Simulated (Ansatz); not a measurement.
`O[SiH]1BO1`, one more setting.

```yaml
crystal:
  periodic: [false, false, false]
  atoms:
    - {symbol: O, position_ang: [-1.139459, 0.737221, -1.197087]}
    - {symbol: Si, position_ang: [-0.028720, 0.491235, 0.087577]}
    - {symbol: B, position_ang: [1.294085, -0.979908, 0.105690]}
    - {symbol: O, position_ang: [0.042691, -1.211196, 0.731478]}
    - {symbol: H, position_ang: [-2.029244, 1.155752, -0.980520]}
    - {symbol: H, position_ang: [-0.353154, 1.470355, 1.251564]}
    - {symbol: H, position_ang: [2.277956, -1.734860, -0.046686]}
basis:
  gaussian: {orbitals: "6-31++G**", fitting: {mean_field: def2-universal-jkfit}, point_charges: [{charge: 1.00, position_ang: [4.893, 0.110, 0.576]}]}
magnetization: {spin_polarized: false, initial_magnetization: 2}
hamiltonian: {xc: {name: B3LYP}, dispersion: d4}
```

```sh
$ ansatz run in.yaml --threads 2 --pin off --events-out ev --progress --plain --max-ram 4352MiB
```

It prints (some lines left out):

```
Functional definition: B3LYP
411 factors; integrals over basis functions are off by at most 3.5e-1 eV
mean field evaluation 1: about -12684.8634 eV, gradient 7.0e1 eV
mean field evaluation 2: about -12684.8646 eV, gradient 7.0e1 eV
mean field evaluation 4: about -12693.7278 eV, gradient 2.4e1 eV
mean field evaluation 8: about -12695.3500 eV, gradient 3.3e-1 eV
mean field evaluation 16: about -12695.3530 eV, gradient 5.9e-4 eV
mean field -12695.35303945 eV, -466.5456189803 hartree, gradient 4.8e-5 eV, S^2 2.000000; 4 other end points of the search recorded, 0 dependent functions left out
reference -12695.35335866 eV, -466.5456307111 hartree; 20, 18 occupied and 78, 80 virtual orbitals, 411 factors
Total energy: -12695.54479737 eV, -466.5526659540 hartree
```

It took 4.7 s on 2 threads of an Arm Neoverse V1 on a shared host, with 0.2 GiB of host memory at the peak.
